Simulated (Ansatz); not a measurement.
Total energies of Mg₄⁺ (the lowest doublet isomer of a short search) from Ansatz at PBE0/def2-TZVP, gas phase (1 Eh = 27.2114 eV = 2625.5 kJ/mol). The reference geometry is relaxed at PBE0/def2-TZVP.

```csv
atom,x (Å),y (Å),z (Å)
Mg1,0.9511,-1.4143,-1.0159
Mg2,-1.8666,-0.6215,-0.2633
Mg3,-0.2742,1.9418,-0.3066
Mg4,1.1896,0.0940,1.5858
```

```
           state                   geometry  energy (Eh)
charge 1 doublet                  reference   -799.67408
charge 0 singlet                  reference   -799.87971
charge 1 quartet  relaxed at PBE0/def2-TZVP   -799.62457
```

(1) Work out the vertical electron affinity, to the singlet.

(2) Which of the charge 1 states is lowest, and how far above it are the others?

(1) E(charge 1 doublet) − E(charge 0 singlet) = -799.67408 − (-799.87971) = 0.20563 Eh = 5.60 eV.

(2) The doublet. quartet: -799.62457 − (-799.67408) = 0.04951 Eh = 130.0 kJ/mol. The quartet differs in its bonds from the reference.

The structure comes from a short search, and lower isomers may exist.
